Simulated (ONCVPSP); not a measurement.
# What the settings do to the ONCV potential of N (Z = 7)

Base potential:

```
Element                 : nitrogen
Generator               : ONCVPSP 4.0.1
Type                    : optimised norm-conserving Vanderbilt (ONCV)
Functional              : PW91
Relativity              : scalar-relativistic
Frozen core             : [He]
Valence charge          : 5
Reference configuration : 2s1 2p4
Partial waves           : 2s: rc 0.95 bohr, ncon 3, nbas 7, qcut 8.5 1/bohr, 3 projectors, debl 1.1 Ha; 2p: rc 1.35 bohr, ncon 4, nbas 9, qcut 8.2 1/bohr, 1 projector
Local potential         : polynomial inside 0.60 bohr (lpopt 5, dvloc0 0 Ha)
Core correction         : polynomial model core, fcfact 0.45
```

All-electron outer shells of the reference configuration (PW91, scalar-relativistic, ld1.x):

```csv
shell,level (eV),outermost node (bohr),outermost maximum (bohr)
1s,-385.88,–,0.15
2s,-19.07,0.32,1.02
2p,-7.57,–,0.97
```

Cutoffs, loose and tight: the cutoffs (Ha) at which the residual kinetic energy of the hardest occupied pseudo-wave falls to 1 and 0.1 mHa per electron. They do not see the model core or the augmentation charge, which bear on the density cutoff. Test errors are all-electron minus pseudo excitation energies from the reference, over the configurations 2s2 2p3; 2s2 2p2; 2s2 2p1; 2s2 2p0. A dash means not determined; rows that change the core or the reference have their own tests.

A true bound ghost makes a file unfit for plane-wave use even where its test errors are small: the radial tests pick states by their node count and pass the ghost by.

```csv
change,outcome,"cutoff, loose","cutoff, tight",bound ghosts,GHOST(+) flags above zero,largest test error (meV)
base,generated,28 Ha,36 Ha,s,s,+629
"all radii but the core radius scaled by about 0.78 (s 0.74, p 1.06 bohr); local potential polynomial inside 0.46 bohr (lpopt 5, dvloc0 0 Ha)",generated,34 Ha,200 Ha,s,s,+307
"all radii but the core radius scaled by about 0.84 (s 0.80, p 1.14 bohr); local potential polynomial inside 0.50 bohr (lpopt 5, dvloc0 0 Ha)",generated,31 Ha,113 Ha,s,s,+373
"all radii but the core radius scaled by about 0.90 (s 0.86, p 1.22 bohr); local potential polynomial inside 0.54 bohr (lpopt 5, dvloc0 0 Ha)",generated,29 Ha,50 Ha,s,s,+460
"all radii but the core radius scaled by about 1.12 (s 1.06, p 1.52 bohr); local potential polynomial inside 0.68 bohr (lpopt 5, dvloc0 0 Ha)",generated,26 Ha,32 Ha,none,none,+895
"all radii but the core radius scaled by about 1.19 (s 1.14, p 1.60 bohr); local potential polynomial inside 0.72 bohr (lpopt 5, dvloc0 0 Ha)",generated,24 Ha,30 Ha,none,none,+1050
"all radii but the core radius scaled by about 1.23 (s 1.18, p 1.66 bohr); local potential polynomial inside 0.74 bohr (lpopt 5, dvloc0 0 Ha)",generated,24 Ha,30 Ha,none,none,+1165
```

(1) What comes out with this change to the base: all radii but the core radius scaled by about 1.31 (s 1.24, p 1.78 bohr); local potential polynomial inside 0.78 bohr (lpopt 5, dvloc0 0 Ha)?

(2) What comes out with this change to the base: all radii but the core radius scaled by about 1.05 (s 1.00, p 1.42 bohr); local potential polynomial inside 0.64 bohr (lpopt 5, dvloc0 0 Ha)?

Answers

(1) outcome: generated; cutoff, loose: 23 Ha; cutoff, tight: 29 Ha; bound ghosts: none; GHOST(+) flags above zero: none; largest test error (meV): +1380.

(2) outcome: generated; cutoff, loose: 27 Ha; cutoff, tight: 34 Ha; bound ghosts: none; GHOST(+) flags above zero: s; largest test error (meV): +743.

Reading the sweep of the scale of all radii but the core radius (base = 1) (base included, trends over the rows without a ghost): The loose cutoff stays near 24 Ha. The median size of the test errors (rows with all tests solved) rises from 128.8 meV at 1.05 to 251.6 meV at 1.31. More of the atom is replaced by a form fitted at one configuration, so other configurations suffer as the radius grows. Bound ghosts are found at 0.78, 0.84, 0.9, 1.
